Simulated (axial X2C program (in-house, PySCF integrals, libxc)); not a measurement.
Levels of SbH⁺ by electron attachment to SbH²⁺ (EOM-EA-CCSD)

Computed with an axial X2C code built on PySCF integrals: two-component X2C with atomic mean-field Coulomb and Gaunt terms, Gaussian nuclei, basis Sb dyall-acv3z, H dyall-av3z with contracted cores.

R = 1.715 Å (near the PBE0 minimum at charge 1 of the determinant lowest at the starting distance; the state shown can have its own minimum elsewhere).

Hartree–Fock spinors of SbH²⁺ (one of each Kramers pair; a window near the gap, which can cut inner shells):

```
  ω  occupied  ε (eV)                    character
1/2       yes  -26.03  56% Sb p, 27% H s, 12% Sb s
1/2        no  -15.37     85% Sb p, 8% H p, 5% H d
3/2        no  -14.95     85% Sb p, 9% H p, 5% H d
1/2        no   -9.48  38% Sb d, 22% Sb p, 15% H s
1/2        no   -7.56  52% Sb s, 30% H s, 12% Sb d
3/2        no   -6.50            83% Sb d, 15% H p
1/2        no   -6.49   80% Sb d, 18% H p, 2% Sb p
```

Levels of SbH⁺ obtained by attaching an electron to SbH²⁺:

```tsv
Ω	binding energy (eV)	above lowest (cm⁻¹)	attached spinor	one-particle weight
1/2	16.246	0	85% Sb pπ, 8% H pπ	0.97
3/2	15.824	3404	85% Sb pπ, 9% H pπ	0.97
1/2	10.463	46642	35% Sb dσ, 23% Sb pσ, 17% H sσ	0.94
```

(1) Take the first Ω = 1/2 and Ω = 3/2 rows of π character: how far apart are they, and which lies lower?

This point took 18 s on 1 thread of Intel(R) Xeon(R) Processor @ 2.30GHz, with other jobs on the host.

Reference electrons by ω block (each with its −ω partner): 1/2: 16, 3/2: 7, 5/2: 2. 14 electrons of SbH²⁺ correlated (inner shells frozen), 92 natural virtual spinors (a truncated set); levels can be off by some tenths of an eV. Roots sought by Ω: (1/2: 5, 3/2: 4, 5/2: 2, 7/2: 1); rows need 60 % one-particle weight and stop where some Ω has no more roots. Missing are any skipped roots, higher Ω and states of a further excitation; these come out far too high here and may in truth be low or lowest. T1 of the reference 0.010 (Lee–Taylor). The reference was not checked to be the lowest state of its species. Number of frozen shells: Sb 4 s, 3 p, 1 d; H none.

Results:

(1) E(3/2) − E(1/2) = 3404 − 0 = 3404 cm⁻¹ at EOM-EA-CCSD: regular, Ω = 1/2 lower. Splittings at this level can be off by ten to twenty per cent.
